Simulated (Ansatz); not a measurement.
SiNH6ClO, closed shell: at the end structure of a reaction step.

Input (in.yaml):

```yaml
crystal:
  periodic: [false, false, false]
  atoms:
    - {symbol: Si, position_ang: [0.186271, -0.714058, 0.600594]}
    - {symbol: Cl, position_ang: [0.881501, 2.710128, -1.086635]}
    - {symbol: H, position_ang: [0.105577, -2.189133, 0.736994]}
    - {symbol: H, position_ang: [0.948288, -0.048452, 1.675124]}
    - {symbol: N, position_ang: [-1.412637, -0.142994, 0.576243]}
    - {symbol: H, position_ang: [1.101019, 1.424072, -1.020555]}
    - {symbol: O, position_ang: [1.109585, -0.359466, -0.747900]}
    - {symbol: H, position_ang: [-2.180024, -0.700306, 0.242389]}
    - {symbol: H, position_ang: [-1.629996, 0.840295, 0.584648]}
    - {symbol: H, position_ang: [0.890416, -0.820186, -1.560803]}
basis:
  gaussian: {orbitals: def2-TZVPP}
hamiltonian: {xc: {name: B2PLYP}}
```

Command:

```bash
ansatz run in.yaml --threads 4 --pin off --events-out ev --progress --plain --max-ram 9574MiB
```

The run's output (Ansatz 0.2.0):

```
Functional definition: B2PLYP
  name "B2PLYP"
  cite "Grimme, J. Chem. Phys. 124, 034108 (2006) doi:10.1063/1.2148954"
  cite "Becke, Phys. Rev. A 38, 3098 (1988) doi:10.1103/PhysRevA.38.3098"
  cite "Lee, Yang & Parr, Phys. Rev. B 37, 785 (1988) doi:10.1103/PhysRevB.37.785"
  parameter a = 0.53
  parameter c = 0.27
  exchange = (1 - a)*b88_x + a*exact_x
  correlation = (1 - c)*lyp_c + c*(mp2_os + mp2_ss)
1339 factors; integrals over basis functions are off by at most 1.3e-3 eV
mean field evaluation 1: about -24016.9069 eV, gradient 6.2e1 eV
mean field evaluation 2: about -24017.0085 eV, gradient 6.2e1 eV
mean field evaluation 4: about -24023.4717 eV, gradient 4.3e0 eV
mean field evaluation 8: about -24023.5172 eV, gradient 4.9e-1 eV
mean field evaluation 16: about -24023.5177 eV, gradient 8.5e-5 eV
mean field -24023.51767141 eV, -882.8479906992 hartree, gradient 4.2e-6 eV, S^2 0.000000; 0 other end points of the search recorded, 0 dependent functions left out
12 core orbitals not correlated: weight in the atoms' cores, before any rotation towards them, 1.000 or more for the frozen orbitals, at most 0.000 for the correlated occupied ones
reference -24023.51784804 eV, -882.8479971903 hartree; 14, 14 occupied and 204, 204 virtual orbitals, 1339 factors
second order -26.11096098 eV of doubles, -0.00000000 eV of singles
Total energy: -24030.56780751 eV, -883.1070784221 hartree
```

The lines “mean field evaluation” count trial sets of orbitals through the whole run, from several starts and some on an approximate energy, so they need not fall steadily or lie above the final value.

The run took about 7 s on 4 CPU threads of an Intel Xeon (shared host).
